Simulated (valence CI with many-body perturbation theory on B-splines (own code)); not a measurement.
# Level structure of Eu L

Calculated by relativistic CI+MBPT: four valence electrons over a frozen Dirac-Fock core [Ne], a basis of 11 s, 11 p, 9 d, 7 f, 5 g, 2 h, 1 i functions for each j, with the one-electron correlation potential Σ1 (screened to all orders), the two-electron term Σ2, the three-electron term Σ3, Breit, model QED; selected single and double excitations, second order for the rest (own B-spline code, finite nucleus).

The last digits are not significant, and no measured levels were compared; by estimate large intervals hold to a few tenths of a per cent, small ones and those within an open d or f shell to about a per cent.

Levels 1 to 45 of 65, with energies above the lowest level, (3s^2 3p1/2^2) J=0. "Leading %" is the weight of the configuration and term that name the level; weights of strongly mixed levels are sums over their largest components and can fall short. In the jj column 3d3/2^4 stands for four electrons in 3d with j = 3/2. Lifetimes count E1, E2, E3, M1 and M2 decay at the calculated energies, and are blank where another channel may lead or the interval is too uncertain; long ones can be off by a factor of two.

| No. | Configuration | Term | J | E (eV) | Leading % | Second component | Leading jj | Lifetime |
| --- | --- | --- | --- | --- | --- | --- | --- | --- |
| 1 | 3s²3p² | ³P | 0 | 0.00 | 70 | 29 % 3s²3p² ¹S | 3s^2 3p1/2^2 (99 %) |  |
| 2 | 3s²3p² | ³P | 1 | 158.30 | 99 |  | 3s^2 3p1/2 3p3/2 (99 %) | 38.4 ns |
| 3 | 3s²3p² | ¹D | 2 | 166.07 | 63 | 36 % 3s²3p² ³P | 3s^2 3p1/2 3p3/2 (99 %) | 4.62 μs |
| 4 | 3s3p³ | ³P° | 2 | 288.49 | 44 | 32 % 3s3p³ ⁵S° | 3s 3p1/2^2 3p3/2 (95 %) | 64.0 ps |
| 5 | 3s3p³ | ³D° | 1 | 312.14 | 35 | 22 % 3s3p³ ¹P° | 3s 3p1/2^2 3p3/2 (83 %) | 3.79 ps |
| 6 | 3s²3p² | ³P | 2 | 330.05 | 62 | 36 % 3s²3p² ¹D | 3s^2 3p3/2^2 (98 %) | 20.4 ns |
| 7 | 3s²3p3d | ³F° | 2 | 337.84 | 74 | 20 % 3s²3p3d ¹D° | 3s^2 3p1/2 3d3/2 (98 %) | 193 ps |
| 8 | 3s²3p² | ¹S | 0 | 346.84 | 69 | 29 % 3s²3p² ³P | 3s^2 3p3/2^2 (98 %) | 16.3 ns |
| 9 | 3s²3p3d | ³D° | 1 | 371.65 | 47 | 23 % 3s²3p3d ¹P° | 3s^2 3p1/2 3d3/2 (84 %) | 695 fs |
| 10 | 3s²3p3d | ³P° | 2 | 389.42 | 40 | 32 % 3s²3p3d ³D° | 3s^2 3p1/2 3d5/2 (90 %) | 7.58 ps |
| 11 | 3s²3p3d | ³F° | 3 | 390.61 | 53 | 22 % 3s²3p3d ³D° | 3s^2 3p1/2 3d5/2 (95 %) | 11.8 ps |
| 12 | 3s3p³ | ³D° | 2 | 444.15 | 50 | 38 % 3s3p³ ⁵S° | 3s 3p1/2 3p3/2^2 (89 %) | 4.27 ps |
| 13 | 3s3p³ | ³D° | 3 | 457.03 | 90 | 7 % 3s²3p3d ³F° | 3s 3p1/2 3p3/2^2 (90 %) | 7.65 ps |
| 14 | 3s3p³ | ³P° | 0 | 466.76 | 88 | 11 % 3s²3p3d ³P° | 3s 3p1/2 3p3/2^2 (88 %) | 4.77 ps |
| 15 | 3s3p²3d | ⁵F | 1 | 471.04 | 45 | 34 % 3s3p²3d ³D | 3s 3p1/2^2 3d3/2 (97 %) | 30.0 ps |
| 16 | 3s3p²3d | ³D | 2 | 476.57 | 28 | 23 % 3s3p²3d ⁵F | 3s 3p1/2^2 3d3/2 (94 %) | 30.8 ps |
| 17 | 3s3p³ | ³P° | 1 | 477.67 | 38 | 22 % 3s3p³ ³D° | 3s 3p1/2 3p3/2^2 (84 %) | 2.76 ps |
| 18 | 3s3p³ | ¹D° | 2 | 479.35 | 56 | 10 % 3s²3p3d ³D° | 3s 3p1/2 3p3/2^2 (73 %) | 2.04 ps |
| 19 | 3s3p³ | ³S° | 1 | 487.91 | 35 | 22 % 3s3p³ ³P° | 3s 3p1/2 3p3/2^2 (95 %) | 970 fs |
| 20 | 3s3p²3d | ³D | 3 | 519.76 | 30 | 23 % 3s3p²3d ⁵D | 3s 3p1/2^2 3d5/2 (95 %) | 8.59 ps |
| 21 | 3s²3p3d | ³F° | 3 | 527.01 | 39 | 34 % 3s²3p3d ¹F° | 3s^2 3p3/2 3d3/2 (90 %) | 1.27 ps |
| 22 | 3s²3p3d | ³D° | 2 | 528.16 | 42 | 17 % 3s²3p3d ¹D° | 3s^2 3p3/2 3d3/2 (74 %) | 677 fs |
| 23 | 3s²3p3d | ³P° | 1 | 529.04 | 48 | 32 % 3s²3p3d ³D° | 3s^2 3p3/2 3d3/2 (85 %) | 845 fs |
| 24 | 3s²3p3d | ³P° | 0 | 530.25 | 88 | 11 % 3s3p³ ³P° | 3s^2 3p3/2 3d3/2 (88 %) | 975 fs |
| 25 | 3s3p²3d | ³F | 2 | 531.04 | 29 | 21 % 3s3p²3d ¹D | 3s 3p1/2^2 3d5/2 (91 %) | 7.75 ps |
| 26 | 3s²3p3d | ³F° | 4 | 544.79 | 99 |  | 3s^2 3p3/2 3d5/2 (99 %) | 43.7 ns |
| 27 | 3s²3p3d | ³P° | 2 | 550.39 | 43 | 37 % 3s²3p3d ¹D° | 3s^2 3p3/2 3d5/2 (92 %) | 15.9 ps |
| 28 | 3s²3p3d | ³D° | 3 | 573.30 | 53 | 42 % 3s²3p3d ¹F° | 3s^2 3p3/2 3d5/2 (92 %) | 2.66 ps |
| 29 | 3s²3p3d | ¹P° | 1 | 580.32 | 64 | 22 % 3s²3p3d ³P° | 3s^2 3p3/2 3d5/2 (94 %) | 3.91 ps |
| 30 | 3p⁴ | ³P | 2 | 605.66 | 29 | 14 % 3s3p²3d ⁵F | 3s 3p1/2 3p3/2 3d3/2 (50 %) | 4.72 ps |
| 31 | 3s3p²3d | ⁵D | 0 | 612.88 | 69 | 10 % 3s3p²3d ³P | 3s 3p1/2 3p3/2 3d3/2 (88 %) | 22.0 ps |
| 32 | 3s3p²3d | ⁵D | 1 | 615.42 | 54 | 21 % 3s3p²3d ⁵F | 3s 3p1/2 3p3/2 3d3/2 (98 %) | 37.6 ps |
| 33 | 3s3p²3d | ⁵F | 3 | 619.41 | 46 | 34 % 3s3p²3d ³F | 3s 3p1/2 3p3/2 3d3/2 (94 %) | 33.8 ps |
| 34 | 3s3p²3d | ⁵F | 2 | 620.42 | 29 | 20 % 3p⁴ ³P | 3s 3p1/2 3p3/2 3d3/2 (59 %) | 2.96 ps |
| 35 | 3p⁴ | ¹S | 0 | 626.97 | 40 | 25 % 3p⁴ ³P | 3p1/2^2 3p3/2^2 (65 %) | 2.25 ps |
| 36 | 3s3p²3d | ³F | 4 | 632.25 | 29 | 28 % 3s3p²3d ⁵F | 3s 3p1/2 3p3/2 3d3/2 (89 %) | 80.4 ps |
| 37 | 3s3p³ | ³P° | 2 | 639.44 | 48 | 18 % 3s3p³ ¹D° | 3s 3p3/2^3 (92 %) | 1.36 ps |
| 38 | 3s3p²3d | ³F | 2 | 644.03 | 61 | 9 % 3s3p²3d ³P | 3s 3p1/2 3p3/2 3d3/2 (82 %) | 2.42 ps |
| 39 | 3s3p²3d | ⁵P | 3 | 648.00 | 29 | 26 % 3s3p²3d ³D | 3s 3p1/2 3p3/2 3d3/2 (79 %) | 1.42 ps |
| 40 | 3s3p²3d | ⁵D | 4 | 650.85 | 48 | 34 % 3s3p²3d ⁵F | 3s 3p1/2 3p3/2 3d5/2 (98 %) | 363 ps |
| 41 | 3s3p²3d | ⁵P | 1 | 652.76 | 36 | 24 % 3s3p²3d ³P | 3s 3p1/2 3p3/2 3d3/2 (94 %) | 1.18 ps |
| 42 | 3s3p²3d | ⁵P | 2 | 652.79 | 29 | 23 % 3s3p²3d ³D | 3s 3p1/2 3p3/2 3d3/2 (84 %) | 1.01 ps |
| 43 | 3s3p²3d | ³G | 3 | 657.55 | 51 | 24 % 3s3p²3d ¹F | 3s 3p1/2 3p3/2 3d3/2 (96 %) | 1.52 ps |
| 44 | 3s3p²3d | ³D | 1 | 658.95 | 35 | 24 % 3s3p²3d ¹P | 3s 3p1/2 3p3/2 3d3/2 (85 %) | 1.13 ps |
| 45 | 3s3p³ | ¹P° | 1 | 665.21 | 40 | 25 % 3s3p³ ³S° | 3s 3p3/2^3 (95 %) | 660 fs |

The ionisation energy to 3s²3p ²P°1/2 of the next ion comes out as 4402.1 eV (NIST: 4400 ± 4 eV (theoretical)). All 65 levels together are meant to be complete up to 742.67 eV.
